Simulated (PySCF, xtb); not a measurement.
CH₃OS, SMILES [S](=O)C, multiplicity 2.

Harmonic wavenumbers (cm⁻¹) from GFN2-xTB (xtb 6.7.1) at its own minimum, in rising order: 104, 322, 686, 840, 901, 1103, 1284, 1429, 1437, 3041, 3045, 3079.

Question: What does PySCF with r2SCAN-D4/def2-TZVP give at its own minimum? (The exact figures need the calculation; the answer reports its results.)

Answer: 149, 335, 669, 874, 938, 1085, 1303, 1435, 1450, 3032, 3134, 3138. Paired by order, the mean absolute difference is 30 cm⁻¹ and the zero-point energies are 24.7 and 25.1 kcal/mol.
